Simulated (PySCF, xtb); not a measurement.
Si(Me)(NH2) (CH5NSi), SMILES N[Si]C (connectivity only; charge and spin as stated), neutral, multiplicity 1.

Geometry: TPSSh-D3(BJ)/def2-TZVP. Other conformers were not sampled.

These are IEF-PCM-B3LYP/def2-SVP run with PySCF values and carry that method's errors.

The values are the electrostatic part of the solvation free energy, E(continuum) − E(gas) at the gas-phase geometry, in a cavity of scaled van der Waals radii (PySCF's table); cavitation and dispersion terms are not included. In vacuum the orbital gap is 4.70 eV. The dipole moment in vacuum is 2.11 D.

Computed values in water (ε = 78.36), dichloromethane (ε = 8.93), 1-octanol (ε = 9.86):
```csv
solvent,ε,ΔG(elec) (kcal/mol),dipole (D),gap (eV)
water,78.36,-3.6,2.78,4.80
dichloromethane,8.93,-3.0,2.67,4.79
1-octanol,9.86,-3.1,2.68,4.79
```

For comparison, GFN2-xTB/ALPB(water) (xtb, at the GFN2-xTB geometry, all terms of that model) gives 0.0 kcal/mol.
